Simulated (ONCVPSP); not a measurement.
# What one change does to a pseudopotential (krypton, ONCV)

krypton, optimised norm-conserving Vanderbilt (ONCV), made with ONCVPSP 4.0.1 (PBE, scalar-relativistic). Core [Ne] 3s2, reference 3p6 3d10 4s2 4p6. Waves: 4s: rc 1.15 bohr, ncon 4, nbas 9, qcut 5.7 1/bohr, 2 projectors, debl 1.3 Ha; 3p+4p: rc 1.10 bohr, ncon 4, nbas 7, qcut 14.2 1/bohr, 2 projectors; 3d: rc 0.60 bohr, ncon 4, nbas 8, qcut 28.9 1/bohr, 3 projectors, debl 2.4 Ha. Local part: polynomial inside 0.55 bohr (lpopt 2, dvloc0 0 Ha). Core correction: Teter function, fcfact 2.25, rcfact 1.25.

In the d channel the program set the typed energies aside and used -2.991, 0.250, 2.650 Ha.

Change: d: rc 0.48; local potential polynomial inside 0.48 bohr (lpopt 2, dvloc0 0 Ha).

Cutoffs: the cutoffs (Ha) at which the residual kinetic energy of the hardest occupied pseudo-wave falls to 1 and 0.1 mHa per electron; they do not see the model core or the augmentation charge, which bear on the density cutoff. Errors are all-electron minus pseudo energies relative to the spin-unpolarised reference configuration.

Question: How do hardness, ghosts and transferability respond?

Answer: The potential gets harder (303 Ha and 341 Ha → 358 Ha and 404 Ha); both files keep a bound ghost (s); the errors of the 4 common tests hardly move. A smaller radius makes the pseudo-wave follow the all-electron one further in, where it bends more sharply, so more plane waves are needed.

| quantity | base | changed |
| --- | --- | --- |
| cutoff, loose | 303 Ha | 358 Ha |
| cutoff, tight | 341 Ha | 404 Ha |
| loose cutoff by channel | s 35 Ha, p 71 Ha, d 303 Ha | s 35 Ha, p 71 Ha, d 358 Ha |
| bound ghosts | s | s |
| GHOST(+) flags under 300 eV | none | none |
| error for 3p6 3d10 4s2 4p5, meV [ΔE 14.29 eV] | -2.7 | -2.8 |
| error for 3p6 3d10 4s2 4p4, meV [ΔE 39.46 eV] | -9.0 | -9.0 |
| error for 3p6 3d10 4s2 4p3, meV [ΔE 76.54 eV] | -20 | -20 |
| error for 3p6 3d10 4s2 4p2, meV [ΔE 126.35 eV] | -38 | -38 |
| s: phases at 1.17 bohr within 0.05 rad from the reference energy up to (Ha; the scan ends near 5) | to the end of the scan | to the end of the scan |
| p: phases at 1.12 bohr within 0.05 rad from the reference energy up to (Ha; the scan ends near 5) | to the end of the scan | to the end of the scan |
| rms error of d²Exc/dni dnj with the model core, mHa | 3.23 | 3.21 |

 A true bound ghost makes a file unfit for plane-wave use even where its test errors are small: the radial tests pick states by their node count and pass the ghost by.
